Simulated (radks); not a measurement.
Values are calculated unless marked as measured or tabulated.
Q: Coherent X-ray form factor from a spherical all-electron density. Code: a radial shooting solver on a logarithmic mesh with Libxc functionals. Model: Dirac Kohn-Sham, PBEsol, spin-unpolarised, spherical densities, finite nucleus; Fermi nuclear charge, rms radius of each element as measured or else 0.836 A^(1/3) + 0.57 fm.

| sin(theta)/lambda (1/angstrom) | f0 (electrons) |
|---|---|
| 0.05 | 5.856 |
| 0.1 | 5.459 |
| 0.15 | 4.899 |
| 0.2 | 4.279 |
| 0.25 | 3.682 |
| 0.3 | 3.159 |
| 0.4 | 2.394 |
| 0.5 | 1.947 |
| 0.6 | 1.698 |
| 0.8 | 1.442 |
| 1 | 1.263 |
| 1.25 | 1.046 |
| 1.5 | 0.842 |
| 2 | 0.525 |

The species is in the configuration that NIST lists as its ground one. Which atom or ion scatters so?

A: The nitrogen ion N+, [He] 2s2 2p2. Extrapolating in s^2 from the first two rows gives f0(0) = 6.0, near the electron count 6; among species with that count, the fall with angle is slower the higher Z, and the table is that of Z = 7; from so few rows the species is fixed only to a neighbour or two.
